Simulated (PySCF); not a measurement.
CH5BrOSi, SMILES C[SiH](O)Br.

Geometry: PBE-D3(BJ)/def2-SVP. This is a generated structure with no PubChem entry under its InChIKey; it may be hypothetical. Other conformers were not sampled.

Level of theory: PySCF with PBE/def2-TZVP.

| Item | Value |
|---|---|
| total energy | -2979.47952 hartree |
| highest occupied level | -6.96 eV |
| lowest empty level | -0.50 eV |
| orbital gap | 6.45 eV |
| dipole moment | 2.12 D |
| quadrupole, principal values (traceless, Buckingham form, about the centre of nuclear charge) | -6.73, 1.43, 5.29 D·Å |
| mean static polarisability | 62.7 bohr³ (9.29 Å³) |
| polarisability, principal values | 54.6, 59.0, 74.3 bohr³ |
